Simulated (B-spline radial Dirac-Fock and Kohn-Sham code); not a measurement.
## Eu 4f7/2: cross section and angular parameters

System: the free europium atom in the configuration [Xe] 4f7 6s2; threshold 8.32 eV (orbital energy of the model). These are calculated numbers from an atomic code on a B-spline grid; the model is Dirac-Hartree-Slater photoionisation with a Latter tail; cross sections with all multipoles, angular parameters from the dipole term and its interference with E2.

Input of the calculation (task.json; shells as n, l, electrons):

```json
{"items": [{
  "Z": 63,
  "q": 0,
  "cfg": [[1, 0, 2], [2, 0, 2], [2, 1, 6], [3, 0, 2], [3, 1, 6], [3, 2, 10], [4, 0, 2], [4, 1, 6], [4, 2, 10], [4, 3, 7], [5, 0, 2], [5, 1, 6], [6, 0, 2]],
  "A": 153,
  "rrms": 5.1115,
  "do": "xps",
  "hv": [50.2, 51.2, 68.6, 80, 174.0, 191.0, 200, 202.0, 429.0, 464.0, 541.0, 677.0, 679.0, 811.0, 815.0, 1000, 2080.0, 2210.0, 2360.0, 2984.4, 3180.0, 5020.0, 6000, 6670.0, 8047.8, 8350.0, 9240.0, 9251.7, 12000.0, 15000],
  "edges": {"K": 48519.0, "L1": 8052.0, "L2": 7617.0, "L3": 6977.0, "M1": 1800.0, "M2": 1614.0, "M3": 1481.0, "M4": 1158.6, "M5": 1127.5, "N1": 360.0, "N2": 284.0, "N3": 257.0, "N4": 133.0, "N5": 127.7}
}]}
```

Run with: `python xray2_run.py task.json out`

For linearly polarised light dσ/dΩ = σ/(4π) [1 + β P₂(cos θ) + (δ + γ cos²θ) sin θ cos φ], with θ from the polarisation vector and φ the angle between the beam and the projection of the electron momentum on the plane normal to the polarisation.

| hν (eV) | σ (kb) | β | γ | δ |
| --- | --- | --- | --- | --- |
| 50.2 | 2860 | 0.549 | 0.006 | 0.009 |
| 51.2 | 2900 | 0.539 | 0.006 | 0.009 |
| 68.6 | 3330 | 0.421 | 0.005 | 0.012 |
| 80 | 3370 | 0.389 | 0.006 | 0.013 |
| 174 | 2100 | 0.487 | 0.011 | 0.021 |
| 191 | ? | ? | ? | ? |
| 200 | 1760 | 0.539 | 0.014 | 0.023 |
| 202 | 1740 | 0.543 | 0.014 | 0.023 |
| 429 | 397 | 0.872 | 0.054 | 0.040 |
| 464 | 326 | 0.903 | 0.064 | 0.043 |
| 541 | 217 | 0.957 | 0.088 | 0.049 |
| 677 | 114 | 1.019 | 0.138 | 0.058 |
| 679 | 113 | 1.020 | 0.139 | 0.059 |
| 811 | 66.1 | 1.052 | 0.191 | 0.067 |
| 815 | 65.1 | 1.053 | 0.193 | 0.068 |
| 1000 | 33.9 | 1.071 | 0.268 | 0.080 |
| 2080 | 2.61 | 0.983 | 0.625 | 0.143 |
| 2210 | 2.08 | 0.968 | 0.657 | 0.151 |
| 2360 | 1.62 | 0.950 | 0.692 | 0.160 |
| 2984.4 | 0.654 | 0.883 | 0.820 | 0.196 |
| 3180 | 0.509 | 0.864 | 0.854 | 0.207 |
| 5020 | 0.0789 | 0.727 | 1.097 | 0.309 |
| 6000 | 0.0369 | 0.674 | 1.190 | 0.360 |
| 6670 | 0.0233 | 0.643 | 1.243 | 0.393 |
| 8047.8 | 0.0102 | 0.589 | 1.331 | 0.460 |
| 8350 | 0.00863 | 0.579 | 1.346 | 0.474 |
| 9240 | 0.00547 | 0.551 | 1.386 | 0.514 |
| 9251.7 | 0.00544 | 0.551 | 1.386 | 0.515 |
| 12000 | 0.00166 | 0.484 | 1.467 | 0.631 |
| 15000 | 0.000586 | 0.435 | 1.521 | 0.746 |

Question: Give the values at 191 eV.

Answer: σ = 1870 kb, β = 0.521, γ = 0.013, δ = 0.023.
